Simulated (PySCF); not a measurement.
Cl2HInS, SMILES [Cl][In]([SH])[Cl]. Atoms are numbered in the order given.

```xyz
5

In     0.0190    -0.0017     0.0000
Cl     1.5267     1.7960     0.0000
Cl    -2.2754     0.5158     0.0000
S      0.7689    -2.2795     0.0000
H     -0.5034    -2.7469     0.0000
```

Geometry optimised at B3LYP-D3(BJ)/def2-SVP. The def2 effective core potentials stand for the cores of In; spin–orbit coupling is left out. The values are those of a single conformer.

These are CAM-B3LYP/def2-TZVP (PySCF) values and carry that method's errors.

Symmetry labels are those of the subgroup Cs that the program uses (full group Cs).

Q: List the valence orbital energies around the gap with their symmetry. (Estimate from the structure and the level; the computed values follow.)

A: 
```
orbital  symmetry  energy (eV)
-------  --------  -----------
HOMO−7         A'       -13.21
HOMO−6         A'       -11.62
HOMO−5         A'       -11.29
HOMO−4         A"       -11.03
HOMO−3         A"       -10.65
HOMO−2         A'       -10.54
HOMO−1         A'       -10.29
HOMO           A"        -9.61
LUMO           A'        -1.86
LUMO+1         A"        -0.85
LUMO+2         A'         0.86
LUMO+3         A'         1.13
```
